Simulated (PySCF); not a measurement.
**MH2+ across the fifth-period p block**

Level: PBE0, basis family def2-TZVP, scalar-relativistic core potentials from Rb on and no relativity for lighter atoms.

Each entry is the lowest minimum that a search over a few typed start shapes (and spin states, where more than one is plausible) found, or that minimum re-optimised at the stated level; isomers with ligand–ligand bonds, or fragments after loss of a ligand pair, can lie lower. Open shells are unrestricted; no spin–orbit coupling; PySCF with density fitting.

```
molecule  2S+1  point group  mean bond to the central atom (Å)  lowest ω (cm⁻¹)  polar-tensor charge of the central atom  dipole (D)
   InH₂⁺     1          D∞h                              1.666              652                                     1.20        0.00
   SnH₂⁺     2          C2v                              1.725              679                                     1.08        0.24
   SbH₂⁺     1          C2v                              1.709              858                                     1.08        0.52
```

The bond length does not run in one direction; the largest change, 0.059 Å, falls between InH₂⁺ and SnH₂⁺ among the members listed.

The shape changes along the series: D∞h for InH₂⁺; C2v for SnH₂⁺ and SbH₂⁺.

Left out of the table are members whose search was unfinished or whose lowest solution was spin-contaminated, unstable, very soft or bonded differently.
